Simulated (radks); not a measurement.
Problem. These are the eigenvalues of the occupied orbitals of an atom or ion with whole-number occupations (hartree). Method: Dirac Kohn-Sham, PBE, spin-unpolarised, spherical densities, point nucleus; computed with a radial shooting solver on a logarithmic mesh with Libxc functionals.

| orbital | eigenvalue |
|---|---|
| 1s1/2 | -2943.642 |
| 2s1/2 | -634.5287 |
| 2p1/2 | -615.1868 |
| 2p3/2 | -554.5646 |
| 3s1/2 | -242.9213 |
| 3p1/2 | -235.3266 |
| 3p3/2 | -220.0127 |
| 3d3/2 | -209.1251 |

Which element is it, and in what charge state? The configuration may be excited. Open shells, if any, fill j = l - 1/2 first.

Solution. Z = 77, iridium, charge +57: Ir57+ in [Ar] 3d2. The list shows which subshells hold electrons but not how many an open one holds; the 1s level, -2943.6 hartree, gives Z - s = 76.7 by -(Z - s)^2/2, which with screening and relativity narrows Z to a few neighbours, and the depths of the outer levels then fix element, charge and occupations together.
